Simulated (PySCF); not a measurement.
# Two-component Hartree-Fock for Os⁴⁺ (osmium, charge +4)

Start: [Xe] 4f14 5d4; 5d3/2 filled at m_j = -3/2, -1/2, +1/2, +3/2. Calculated with PySCF 2.14 in x2c-SVPall-2c: generalised Hartree-Fock with the X2C-1e Hamiltonian and a Gaussian nucleus; one run each with spin-orbit coupling (SO) switched off, then screened by Boettger's factors.

| spinor shell | electrons | ε, spin-free (eV) | ε, screened SO (eV) | weight of nominal j (screened SO) | rms radius, screened SO (bohr) |
| --- | --- | --- | --- | --- | --- |
| 1s1/2 | 2 | -74323.0 | -74298.1 | 1.000 | 0.0201 |
| 2s1/2 | 2 | -13129.8 | -13121.8 | 1.000 | 0.0809 |
| 2p1/2 | 2 | -11446.4 | -12543.8 | 1.000 | 0.0687 |
| 2p3/2 | 4 | -11446.4 | -11006.4 | 1.000 | 0.0764 |
| 3s1/2 | 2 | -3157.1 | -3154.2 | 1.000 | 0.207 |
| 3p1/2 | 2 | -2654.5 | -2896.3 | 1.000 | 0.198 |
| 3p3/2 | 4 | -2654.5 | -2555.3 | 1.000 | 0.214 |
| 3d3/2 | 4 | -2085.3 | -2127.1 | 1.000 | 0.189 |
| 3d5/2 | 6 | -2085.3 | -2054.4 | 1.000 | 0.192 |
| 4s1/2 | 2 | -737.96 | -736.84 | 1.000 | 0.459 |
| 4p1/2 | 2 | -570.17 | -627.33 | 1.000 | 0.466 |
| 4p3/2 | 4 | -570.17 | -546.17 | 1.000 | 0.499 |
| 4d3/2 | 4 | -357.37 | -365.96 | 0.999 | 0.519 |
| 4d5/2 | 6 | -357.37 | -350.30 | 0.999 | 0.531 |
| 5s1/2 | 2 | -153.98 | -153.62 | 1.000 | 1.08 |
| 4f5/2 | 6 | -118.60 | -119.72 | 0.976 | 0.617 |
| 5p1/2 | 2 | -107.17 | -118.39 | 0.914 | 1.21 |
| 4f7/2 | 8 | -118.60 | -116.58 | 0.989 | 0.607 |
| 5p3/2 | 4 | -107.17 | -101.88 | 0.970 | 1.26 |
| 5d3/2 | 4 | -56.644 | -56.602 | 0.743 | 1.63 |

| quantity | spin-free | screened SO |
| --- | --- | --- |
| E (hartree) | -17236.89299 | -17259.40117 |
| M_J | 0 | 0 |
| ⟨J²⟩ | 4.004 | 2.093 |
| ⟨L²⟩ | 6.002 | 5.104 |
| ⟨S²⟩ | 6.001 | 5.098 |

The determinant has a definite M_J but mixes levels of different J.

Each row is a mean over spinors that exchange with the open shell spreads, by up to 4.947 eV (5s1/2).

Rows whose weight is well below 1 are mixtures of j = l ± 1/2: exchange outweighs spin-orbit coupling there, and the label is only the starting occupation.

Breit and QED terms are absent; they matter most for the inner s and p1/2 levels.

Densities and radii are taken from the X2C orbitals without a picture-change correction, which distorts them close to the nucleus.

Without spin-orbit coupling the j labels of p, d and f shells carry no meaning; the spin-free column gives the mean over the occupied spinors of each nl shell, and its ⟨J²⟩ belongs to a mixture of degenerate components.
